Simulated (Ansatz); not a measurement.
One change: `[F][Al]([Cl])[Cl]` becomes `C[O][Al]([F])[Cl]`.

Ansatz, PBE0-D4/def2-TZVP geometries, multiplicity 1. Each molecule was computed in one conformer, which needn't be the lowest.

```json
{"property": "HOMO–LUMO gap (ωB97M-V/def2-TZVPP) / eV", "`[F][Al]([Cl])[Cl]`": "12.30"}
{"property": "HOMO energy (PBE0/def2-TZVPP) / eV", "`[F][Al]([Cl])[Cl]`": "-9.63"}
{"property": "size of the dipole moment (B3LYP/def2-TZVPP) / D", "`[F][Al]([Cl])[Cl]`": "0.47"}
{"property": "size of the dipole moment (PBE/def2-TZVPP) / D", "`[F][Al]([Cl])[Cl]`": "0.45"}
{"property": "size of the dipole moment (ωB97M-V/def2-TZVPP) / D", "`[F][Al]([Cl])[Cl]`": "0.44"}
{"property": "HOMO energy (PBE/def2-TZVPP) / eV", "`[F][Al]([Cl])[Cl]`": "-8.18"}
```

Task: What does the change do to each property? (Estimate.)

Result: Computed: 
| property | `C[O][Al]([F])[Cl]` | shift |
| --- | --- | --- |
| HOMO–LUMO gap (ωB97M-V/def2-TZVPP) / eV | 11.88 | -0.42 |
| HOMO energy (PBE0/def2-TZVPP) / eV | -8.71 | 0.92 |
| size of the dipole moment (B3LYP/def2-TZVPP) / D | 2.04 | 1.57 |
| size of the dipole moment (PBE/def2-TZVPP) / D | 1.97 | 1.52 |
| size of the dipole moment (ωB97M-V/def2-TZVPP) / D | 2.01 | 1.57 |
| HOMO energy (PBE/def2-TZVPP) / eV | -7.15 | 1.03 |

With PBE0 the HOMO rises by 0.92 eV and the LUMO rises by 0.41 eV, so the gap narrows by about 0.51 eV. PBE moves the HOMO by 1.03 eV and ωB97M-V by 0.78 eV. The zero-point energy changes by 107.0 kJ/mol with +12 modes. Dipoles are sizes alone; their direction can turn.

B3LYP here is the variant with VWN-RPA as its local correlation; programs differ in this.
